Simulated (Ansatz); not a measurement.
Cost and result for the atomization energy of CH₅BrFNSi, SMILES `NC[SiH](F)Br` (10 atoms, 9 bonds).

Z-matrix (Å, degrees):
```
C
Si 1 1.870
N 1 1.461 2 114.8
H 1 1.096 2 108.4 3 122.2
H 1 1.095 2 109.3 3 -123.3
Br 2 2.216 1 108.9 3 57.7
F 2 1.597 1 108.2 3 -58.4
H 2 1.481 1 116.5 3 -179.8
H 3 1.013 1 110.7 2 58.7
H 3 1.013 1 110.5 2 -59.4
```

Total charge 0; spin multiplicity 1. Correlated methods include outer-core shells of Br, which these sets cover unevenly. Scalar relativity is left out up to krypton. The structure was optimised at the PBE0-D4/def2-TZVP level. It is one conformer, not always the lowest. Program: Ansatz. All runs use 4 threads of an Arm Neoverse V2 on a shared host. Times are those of one run each, without the atoms' runs, and a repeat can differ threefold. Electronic energies, without spin–orbit coupling; frozen cores. CCSD(T)/CBS adds CCSD(T) − MP2 in def2-TZVPP to the MP2 limit, and its time is that of the two runs behind it. T1 = 0.009. With those shells the extrapolation isn't a true limit. B3LYP takes the VWN-RPA correlation (the form of Gaussian; ORCA's B3LYP/G). HSE06 is the plane-wave form, built on full-range PBE exchange.

CCSD(T)/CBS is a level of theory with its own doubt, some kJ/mol a heavy atom from the limit and from the frozen cores, so smaller differences don't rank the functionals.

```json
{"level": "ωB97M-V/def2-TZVPP (with forces)", "functions": "253", "atomization (kJ/mol)": "3577.1", "difference from CCSD(T)/CBS": "-4.7", "per bond": "-0.5"}
{"level": "CCSD(T)/CBS(def2)", "functions": "–", "atomization (kJ/mol)": "3581.8", "difference from CCSD(T)/CBS": "0.0", "per bond": "0.0"}
{"level": "CAM-B3LYP-D4/def2-TZVPP", "functions": "253", "atomization (kJ/mol)": "3578.4", "difference from CCSD(T)/CBS": "-3.4", "per bond": "-0.4"}
{"level": "BHLYP-D4/def2-TZVPP", "functions": "253", "atomization (kJ/mol)": "3458.2", "difference from CCSD(T)/CBS": "-123.6", "per bond": "-13.7"}
{"level": "LDA (SPW92)/def2-TZVPP", "functions": "253", "atomization (kJ/mol)": "4083.0", "difference from CCSD(T)/CBS": "501.2", "per bond": "55.7"}
{"level": "CCSD(T)/def2-TZVPP", "functions": "253", "atomization (kJ/mol)": "3465.9", "difference from CCSD(T)/CBS": "-115.9", "per bond": "-12.9"}
{"level": "B97M-V/def2-TZVPP", "functions": "253", "atomization (kJ/mol)": "3565.7", "difference from CCSD(T)/CBS": "-16.1", "per bond": "-1.8"}
{"level": "HSE06-D4/def2-TZVPP", "functions": "253", "atomization (kJ/mol)": "3563.6", "difference from CCSD(T)/CBS": "-18.2", "per bond": "-2.0"}
{"level": "PBE-QIDH/def2-TZVPP", "functions": "253", "atomization (kJ/mol)": "3536.2", "difference from CCSD(T)/CBS": "-45.6", "per bond": "-5.1"}
{"level": "r2SCAN-D4/def2-TZVPP (with forces)", "functions": "253", "atomization (kJ/mol)": "3568.4", "difference from CCSD(T)/CBS": "-13.4", "per bond": "-1.5"}
{"level": "B3LYP-D4/def2-TZVPP (with forces)", "functions": "253", "atomization (kJ/mol)": "3560.0", "difference from CCSD(T)/CBS": "-21.8", "per bond": "-2.4"}
{"level": "MP2/def2-QZVPP", "functions": "480", "atomization (kJ/mol)": "3603.6", "difference from CCSD(T)/CBS": "21.8", "per bond": "2.4"}
{"level": "CCSD(T)/def2-SVP", "functions": "117", "atomization (kJ/mol)": "3307.3", "difference from CCSD(T)/CBS": "-274.5", "per bond": "-30.5"}
```

Problem. Order the runs by time, with rough figures. (An estimate is asked.)

Solution. Ansatz gave: LDA (SPW92)/def2-TZVPP 1.2 s; BHLYP-D4/def2-TZVPP 3.5 s; HSE06-D4/def2-TZVPP 3.8 s; CAM-B3LYP-D4/def2-TZVPP 3.9 s; r2SCAN-D4/def2-TZVPP (with forces) 5 s; B3LYP-D4/def2-TZVPP (with forces) 5.5 s; PBE-QIDH/def2-TZVPP 6 s; B97M-V/def2-TZVPP 9.5 s; CCSD(T)/def2-SVP 9.5 s; ωB97M-V/def2-TZVPP (with forces) 13 s; MP2/def2-QZVPP 27 s; CCSD(T)/def2-TZVPP 4.3 min; CCSD(T)/CBS(def2) 4.7 min.

From PBE to PBE0 (25 % exact exchange), in def2-TZVPP and without D4, the atomization energy moves by −62.3 kJ/mol: exact exchange takes away binding that semilocal exchange gives to molecules. At CCSD(T), def2-SVP lies −274.5 kJ/mol from the extrapolated value and def2-TZVPP −115.9 kJ/mol: correlation converges slowly with the basis, and small sets miss more of it in the bonded molecule than in its fragments. Leaving LDA and LC-ωPBE aside and taking each functional with its dispersion term where it has one, the values, not all of them listed here, spread over 168.8 kJ/mol, from BHLYP-D4 to PBE-D4. LDA lies +479.3 kJ/mol from PBE without D4, its usual overbinding.
